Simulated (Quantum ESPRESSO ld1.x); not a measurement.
Task: Species: the thulium ion Tm4+. Configuration: [Kr] 4d10 4f11 5s1 5p6 5d1 (not the ground configuration). All-electron calculation, Dirac Kohn-Sham, OLYP, spin-unpolarised, spherical densities, point nucleus; open shells fill j = l - 1/2 first. Program: ld1.x of Quantum ESPRESSO 7.5.

Spin-orbit splittings of the eigenvalues, e(l+1/2) - e(l-1/2), with zeta = 2 splitting/(2l+1) and mean radii in bohr:

shell  occ.  splitting (eV)  zeta (eV)  <r> j=l-1/2  <r> j=l+1/2
2p        6           980.0      653.3      0.07008      0.07746
3p        6           207.0      138.0       0.2102       0.2241
3d       10               ?          ?       0.1972       0.2015
4p        6           47.08      31.38       0.5047       0.5361
4d       10           8.639      3.455       0.5607       0.5716
4f       11           1.373     0.3924       0.6972       0.7067
5p        6           7.106      4.738        1.285        1.369
5d        1          0.7858     0.3143        1.800        1.835
6p        0           1.293     0.8618        3.044        3.173

Estimate the 3d splitting.

Result: 45.29 eV (zeta = 18.12 eV).
